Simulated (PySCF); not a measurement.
C3H8AlCl, SMILES [Cl][Al]([CH2]C)[CH3].

The structure is a stationary point at B3LYP-D3(BJ)/def2-SVP. The structure was generated by enumeration; whether it is a known compound was not checked. Other conformers were not sampled.

Level of theory: PBE/def2-TZVP (PySCF).

Symmetry labels are those of the subgroup Cs that the program uses (full group Cs).

Computed valence orbital energies around the gap with their symmetry:
| orbital | symmetry | energy (eV) |
|---|---|---|
| HOMO−7 | A" | -9.64 |
| HOMO−6 | A' | -9.51 |
| HOMO−5 | A' | -8.95 |
| HOMO−4 | A" | -8.25 |
| HOMO−3 | A' | -7.74 |
| HOMO−2 | A" | -7.66 |
| HOMO−1 | A' | -7.43 |
| HOMO | A' | -6.32 |
| LUMO | A" | -1.44 |
| LUMO+1 | A' | -0.80 |
| LUMO+2 | A' | 0.46 |
| LUMO+3 | A' | 0.92 |
